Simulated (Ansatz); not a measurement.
Two structures of TiNH5OF4, closed shell, reached by relaxing down either side of one saddle point (PBE0-D4/def2-TZVP). Energies are electronic, without zero-point energy. Ansatz 0.2.0; basis: def2-TZVPP and def2-QZVPP; cores frozen in the correlated methods. Extrapolation: Hartree–Fock as exp(−7.88 √X), correlation as X^−2.97. First:

| atom | x (Å) | y (Å) | z (Å) |
| --- | --- | --- | --- |
| Ti1 | -1.1965 | -0.8241 | 0.1450 |
| F2 | 0.4587 | -1.2485 | 0.8022 |
| F3 | -1.0201 | -1.6841 | -1.3682 |
| F4 | -2.0882 | -1.6890 | 1.3750 |
| F5 | -2.5281 | 0.2742 | -0.3476 |
| H6 | 0.6374 | 1.1228 | -0.1285 |
| N7 | -0.2544 | 1.1378 | 0.3830 |
| H8 | 1.9844 | -0.5463 | -0.1698 |
| O9 | 2.2572 | 0.2641 | -0.6235 |
| H10 | -0.8524 | 1.8816 | 0.0427 |
| H11 | -0.0257 | 1.3197 | 1.3552 |
| H12 | 2.6276 | -0.0081 | -1.4654 |

Second:

Ti1  (-1.206, -0.582, 0.069)
F2  (0.759, -1.205, 0.855)
F3  (-0.547, -1.288, -1.420)
F4  (-1.776, -1.598, 1.381)
F5  (-2.706, 0.075, -0.558)
H6  (1.275, 0.846, -0.511)
N7  (-0.402, 1.133, 0.432)
H8  (1.427, -0.716, 0.265)
O9  (2.036, 0.220, -0.576)
H10  (-0.966, 1.948, 0.220)
H11  (0.055, 1.268, 1.327)
H12  (2.052, -0.102, -1.483)
(Å)

Which bonds change from the first to the second?

TiF₄ ([F][Ti]([F])([F])[F]) + H₂O + NH₃ → TiNH₂F₃ ([NH2][Ti]([F])([F])[F]) + H₂O + HF (still joined by a long Ti–F bond); bonds formed: F2–H8, H6–O9; dative contacts that become bonds: Ti1–N7; bonds broken: H6–N7, H8–O9; bonds weakened to dative contacts: Ti1–F2.

Give the saddle point's structure and its height above each. (To be estimated.)

The calculation gives: 26.87 kcal/mol above the first and 2.49 kcal/mol above the second (CCSD(T) at an estimated basis limit (MP2 extrapolated from triple and quadruple zeta, plus CCSD(T) − MP2 in triple zeta)).
Ti1  (-1.166, -0.646, 0.091)
F2  (0.713, -1.271, 0.722)
F3  (-0.721, -1.390, -1.448)
F4  (-1.785, -1.581, 1.437)
F5  (-2.658, 0.128, -0.441)
H6  (1.143, 0.838, -0.333)
N7  (-0.280, 1.112, 0.337)
H8  (1.476, -0.661, 0.146)
O9  (2.001, 0.250, -0.455)
H10  (-0.857, 1.894, 0.046)
H11  (0.033, 1.296, 1.286)
H12  (2.099, 0.030, -1.388)
(Å)

T1 diagnostic: at most 0.021. The start structure is not quite a true minimum (one mode of 27i cm⁻¹).

The step is the kind of exchange with an N–H group that builds nitride films in atomic layer and chemical vapour deposition.

Labels in which every atom is bracketed show which atoms are joined, not bond orders.

For scale, one of the runs: CCSD(T)/def2-TZVPP, 320 basis functions, launched by `ansatz run in.yaml --threads 4 --pin off --events-out ev --progress --plain --max-ram 66560MiB --backend cuda --devices 0, --max-vram 37GiB`. The run took 31 s on 4 CPU threads of an AMD EPYC 7R13 and a share of one NVIDIA H100 (shared host), with 0.84 GiB of host memory at its peak.
